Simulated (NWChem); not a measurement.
Correlation energy of HfO2

```
Hf
O 1 1.7984
O 1 1.7984 2 105.56
```
Charge 0, spin multiplicity 1.

The numbers come from NWChem runs, not from measurements. All single points use one geometry, from PBE/def2-SVP with def2 effective core potentials on Hf, a minimum by its harmonic frequencies.

Basis set: def2-SVP. Each correlation energy counts from its own Hartree-Fock reference.

Effective core potentials replace the inner electrons of Hf; spin-orbit coupling is left out. The correlated methods keep 2 core orbitals frozen. The structure started from a generated list of species. No row is a measurement; the coupled-cluster row has its own basis-set and correlation limits.

| method | correlation energy (mHa) |
|---|---|
| CR-CCSD[T] | -633.2 |
| MP2 | ___ |
| SCS-MP2 | -599.7 |
| CR-CCSD(T) | -626.0 |
| CCSD(T) | ___ |
| CCSD+T(CCSD) | ___ |
| CCSD | ___ |

### Question
Complete the blanks.

### Answer

- MP2, correlation energy (mHa): -639.6
- CCSD(T), correlation energy (mHa): -635.1
- CCSD+T(CCSD), correlation energy (mHa): -645.5
- CCSD, correlation energy (mHa): -603.3
